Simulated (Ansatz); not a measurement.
Total energies of Sr8O8 (started as a model of: 1x4x4 SrO rock-salt block) from Ansatz at PBE0-D4/def2-SVP, gas phase (1 Eh = 27.2114 eV = 2625.5 kJ/mol). The reference geometry is relaxed at PBE-D4/def2-SVP.

```tsv
atom	x (Å)	y (Å)	z (Å)
Sr1	3.920	1.179	-2.264
O2	3.102	1.778	-0.318
Sr3	1.526	3.210	0.835
O4	0.658	3.535	2.867
O5	2.636	-0.602	-2.280
Sr6	1.790	-0.263	-0.016
O7	0.199	1.253	0.920
Sr8	-0.637	1.728	3.084
Sr9	0.640	-1.737	-3.077
O10	-0.189	-1.259	-0.914
Sr11	-1.780	0.265	0.015
O12	-2.628	0.599	2.277
O13	-0.682	-3.530	-2.866
Sr14	-1.531	-3.211	-0.828
O15	-3.103	-1.769	0.310
Sr16	-3.919	-1.177	2.257
```

| state | geometry | energy (Eh) |
| --- | --- | --- |
| charge 0 singlet | reference | -847.09298 |
| charge 1 doublet | reference | -846.92453 |
| charge -1 doublet | reference | -847.12120 |
| free Sr atom (singlet) | – | -30.66764 |
| free O atom (triplet) | – | -74.92490 |

In the def2 sets Sr takes a core potential; there is no spin–orbit coupling.

(1) Work out the vertical ionisation energy to the doublet.

(2) Work out the vertical electron affinity, to the doublet.

(3) Give the fundamental gap IE − EA, the Mulliken electronegativity (IE + EA)/2 and the hardness (IE − EA)/2.

(4) What is the binding energy per atom against free atoms?

(1) E(charge 1 doublet) − E(charge 0 singlet) = -846.92453 − (-847.09298) = 0.16845 Eh = 4.58 eV. For comparison, −ε of the highest occupied level is 3.58 eV at this level, 1.00 eV less.

(2) E(charge 0 singlet) − E(charge -1 doublet) = -847.09298 − (-847.12120) = 0.02822 Eh = 0.77 eV. The basis lacks diffuse functions, which makes affinities too small.

(3) From the values in Eh: IE − EA = 0.16845 − 0.02822 = 0.14023 Eh = 3.82 eV; (IE + EA)/2 = 2.68 eV; (IE − EA)/2 = 1.91 eV. The HOMO–LUMO gap of the same run is 2.20 eV, 1.62 eV smaller than the fundamental gap.

(4) Atoms: 8 × (-30.66764) + 8 × (-74.92490) = -844.74032 Eh. Binding: -844.74032 − (-847.09298) = 2.35266 Eh = 64.02 eV, or 4.00 eV for each of 16 atoms (no zero-point energy, no counterpoise term).
